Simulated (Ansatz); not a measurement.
Isolated molecules relaxed with PBE0-D4/def2-TZVP in Ansatz; ΔE leaves out vibrations. CCSD(T)/CBS adds triple-zeta CCSD(T) − MP2 to the extrapolated MP2 energy (def2 sets, frozen cores). This one scheme is used for every species. Double bonds are as drawn, so ΔE can hold a change between cis and trans. Functionals use def2-TZVPP. One conformer a species, not always the lowest.

Consider the formal exchange of groups at a C–C bond: `C/C(=C/F)CO` + `F[SiH3]` → `OC[SiH2]F` + `C/C=C\F`.

Question: Is it downhill or uphill in electronic energy at CCSD(T)/CBS, and by how much? (Best estimate.)

Answer: Computed: Downhill: ΔE = -0.09 eV.

Question: What do these levels give: ωB97X-V, PBE, PBE0, SCS-MP2/def2-TZVPP, CCSD/def2-TZVPP, MP2/CBS(def2)? (An estimate is asked.)

Answer: The calculation gave: ωB97X-V -0.09, PBE -0.16, PBE0 -0.13, SCS-MP2/def2-TZVPP -0.03, CCSD/def2-TZVPP -0.06, MP2/CBS(def2) -0.07 eV.

Largest T1 diagnostic among the species: 0.011.
